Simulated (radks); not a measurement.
Task: The mean radii <r> (bohr) of the occupied orbitals of an atom or ion are listed with their occupations. All-electron calculation, Dirac Kohn-Sham, BP86, spin-unpolarised, spherical densities, finite nucleus; Fermi nuclear charge, rms radius of each element as measured or else 0.836 A^(1/3) + 0.57 fm. Program: a radial shooting solver on a logarithmic mesh with Libxc functionals.

orbital  occ.     <r>
1s1/2       2  0.2280
2s1/2       1   1.053

Name the element and its charge. Open shells, if any, fill j = l - 1/2 first.

Result: Z = 7, nitrogen, charge +4: N4+ in [He] 2s1. The 1s radius gives Z: for a bare nucleus <r> = (2 gamma + 1)/(2Z) with gamma = sqrt(1 - (Z/c)^2), 0.2141 bohr for Z = 7, and screening makes it slightly larger (0.2280 here). The occupations add up to 3, and the charge is Z minus that.
